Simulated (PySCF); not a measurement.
C$_{2}$H$_{9}$BN$_{2}$O (SMILES CCOB(N)N), singlet, geometry from GFN2-xTB. Base run: M062X/6-31G (PySCF).

Here is a job for PySCF.
```python
from pyscf import gto, scf, dft, solvent

mol = gto.Mole()
mol.atom = '''
    B    -0.45713002    0.54123114    0.77570560
    O    -0.07021388    0.16867722   -0.49010463
    C     0.74054870   -0.95010432   -0.73451502
    C     0.97909152   -1.07872404   -2.23471985
    H     1.70467306   -0.84188612   -0.21446664
    H     0.25324999   -1.86240474   -0.35775889
    H     1.46775338   -0.18326376   -2.60906415
    H     1.60650073   -1.94209067   -2.44097308
    H     0.02994533   -1.19420945   -2.75101225
    N    -1.27289579    1.68967745    0.85952308
    H    -1.54729634    2.19507863    0.03952035
    H    -1.62494856    2.07007622    1.71632786
    N    -0.08178289   -0.15734183    1.94896688
    H    -0.37207431    0.12690926    2.86494193
    H     0.49446735   -0.97716199    1.95077336
'''
mol.basis = '6-31g'
mol.verbose = 3
mol.build()

mf = dft.RKS(mol)
mf.xc = 'm062x'
mf.kernel()
```

The base run was repeated with changes; each row names its change, and settings that it needs were set with it.

```tsv
change	ΔE vs base (kJ/mol)	dipole (D)	HOMO-LUMO gap (eV)
base	0.00	1.80	11.08
model = C-PCM; solvent = toluene	-19.35	2.09	11.32
model = IEF-PCM; solvent = toluene; r_probe = 0.5	-5.48	1.93	11.17
model = IEF-PCM; solvent = toluene	-15.24	2.02	11.27
model = ddCOSMO; solvent = toluene	-13.39	2.05	11.28
model = IEF-PCM; solvent = 2-propanol	-31.8	2.31	11.47
model = IEF-PCM; solvent = toluene; vdw_scale = 1.0	-29.3	2.09	11.38
model = IEF-PCM; solvent = toluene; vdw_scale = 1.4	-8.23	1.96	11.20
model = SS(V)PE; solvent = toluene	-15.09	2.01	11.27
model = COSMO; solvent = toluene	-15.82	2.04	11.28
model = IEF-PCM; solvent = methanol	-33.1	2.33	11.48
model = IEF-PCM; solvent = tetrahydrofuran	-27.4	2.22	11.41
```

The base is the gas phase, so ΔE is the electrostatic part of solvation at a fixed geometry, without cavity and dispersion terms.
